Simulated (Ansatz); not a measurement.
Total energies of CH8B3NS.

```
atom   x (Å)   y (Å)   z (Å)
  B1   1.296   0.498  -1.098
  C2  -0.051   0.814  -0.437
  N3  -1.102   1.538  -0.594
  B4   0.515  -0.217   0.548
  B5  -0.347  -1.665   0.513
  S6  -1.521  -2.096   1.779
  H7   2.130   1.359  -1.023
  H8   1.668  -0.411  -0.142
  H9   1.254  -0.194  -2.080
 H10  -1.868   1.517   0.066
 H11  -1.210   2.154  -1.389
 H12   0.873   0.245   1.601
 H13  -0.320  -2.468  -0.375
 H14  -1.317  -1.074   2.630
```

Charge 0, multiplicity 1. The bonds changed during the relaxation, so this is another structure than the one it started from. All single points use the PBE0-D4/def2-TZVP geometry. It is one conformer, not always the lowest. Basis def2-TZVPP, Ansatz 0.2.0.

RPA on PBE orbitals: Hartree–Fock energy of these orbitals -568.53836 Eh, correlation -1.51770 Eh (frozen core).

```tsv
functional	energy without D4 (Eh)	D4 term (kJ/mol)
HSE06 (plane-wave form)	-570.10078	-24.4
LC-ωPBE	-570.23963	–
```

Give the same for LDA (SPW92), PBE, revPBE, BLYP, r2SCAN, B97M-V, PBE0, B3LYP, r2SCANh, r2SCAN0, BHLYP, CAM-B3LYP, ωB97X-V, ωB97M-V, B2PLYP, PBE-QIDH. (An estimate is asked.)

The calculation gave: 
```csv
functional,energy without D4 (Eh),D4 term (kJ/mol)
LDA (SPW92),-567.41296,–
PBE,-570.05764,-30.6
revPBE,-570.35969,-92.6
BLYP,-570.38731,-66.7
r2SCAN,-570.34609,-8.1
B97M-V,-570.40819,–
PBE0,-570.11943,-26.2
B3LYP,-570.51683,-49.0
r2SCANh,-570.33759,-8.5
r2SCAN0,-570.32625,-9.4
BHLYP,-570.37471,-36.7
CAM-B3LYP,-570.38271,-26.6
ωB97X-V,-570.37255,–
ωB97M-V,-570.36447,–
B2PLYP,-570.18242,–
PBE-QIDH,-570.00066,–
```

B3LYP takes the VWN-RPA correlation (the form of Gaussian; ORCA's B3LYP/G). HSE06 is the plane-wave form, built on full-range PBE exchange. The double hybrids freeze the cores in their second-order part.

LC-ωPBE has ω = 0.4 bohr⁻¹.
